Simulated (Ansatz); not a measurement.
Reaction (cleavage of the Al–Si bond): `[OH][AlH][SiH3]` + HI → `[OH][AlH][I]` + SiH₄

Isolated molecules relaxed with PBE0-D4/def2-TZVP in Ansatz; ΔE leaves out vibrations. CBS: MP2 limit from def2 TZ/QZ plus the TZ coupled-cluster correction, frozen cores. This one scheme is used for every species. Elements past krypton have def2 core potentials. For I outer-core shells are correlated without core-valence functions, which leaves a few kJ/mol of doubt a bond. Each species was taken in one conformer, which may not be the lowest.

| species | HF/def2-QZVPP energy (Eh) |
| --- | --- |
| `[OH][AlH][SiH3]` | -608.74284 |
| HI | -297.24403 |
| `[OH][AlH][I]` | -614.78499 |
| SiH₄ | -291.26782 |

**Question.** Work out ΔE.

**Answer.** ΔE = (-614.78499) + (-291.26782) − (-608.74284) − (-297.24403) = -0.06594 Eh = -173.1 kJ/mol. CCSD(T)/CBS gives -158.4 kJ/mol.

Largest T1 diagnostic among the species: 0.014.

Leaving LDA and LC-ωPBE aside and taking each functional with its dispersion term where it has one, the values, not all of them listed here, spread over 22.9 kJ/mol, from BHLYP-D4 to PBE-D4. At CCSD(T), def2-SVP lies +5.4 kJ/mol from the extrapolated value and def2-TZVPP +5.4 kJ/mol. In def2-TZVPP, CCSD(T) changes the Hartree–Fock value by +20.2 kJ/mol (the triples alone add +1.0 kJ/mol) and MP2 by +4.5 kJ/mol.
